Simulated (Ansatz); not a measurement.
Consider the ligand exchange at a B–Cl bond: `FB(Cl)Br` + HBr → `FB(Br)Br` + HCl.

Program: Ansatz. Geometries: PBE0-D4/def2-TZVP. ΔE: electronic, gas phase. CCSD(T)/CBS adds triple-zeta CCSD(T) − MP2 to the extrapolated MP2 energy (def2 sets, frozen cores). This one scheme is used for every species. DFT in def2-TZVPP. B3LYP here is the variant with VWN-RPA as its local correlation; programs differ in this. For Br outer-core shells are correlated without core-valence functions, which leaves a few kJ/mol of doubt a bond. Scalar relativity is left out up to krypton.

```tsv
level	ΔE (kJ/mol)	difference from CCSD(T)/CBS
PBE0-D4	11.5	3.1
B3LYP-D4	12.7	4.3
ωB97M-V	13.1	4.7
revPBE	11.8	3.4
CAM-B3LYP	15.2	6.8
HF/def2-SVP	22.3	13.9
MP2/def2-SVP	19.5	11.1
SCS-MP2/def2-TZVPP	9.8	1.4
CCSD/def2-TZVPP	10.7	2.3
MP2/CBS(def2)	6.7	-1.7
CCSD(T)/CBS	8.4	0
```

Largest T1 diagnostic among the species: 0.010.

At CCSD(T), def2-SVP lies +13.1 kJ/mol from the extrapolated value and def2-TZVPP +1.8 kJ/mol. In def2-TZVPP, CCSD(T) changes the Hartree–Fock value by −5.0 kJ/mol (the triples alone add −0.4 kJ/mol) and MP2 by −6.7 kJ/mol.
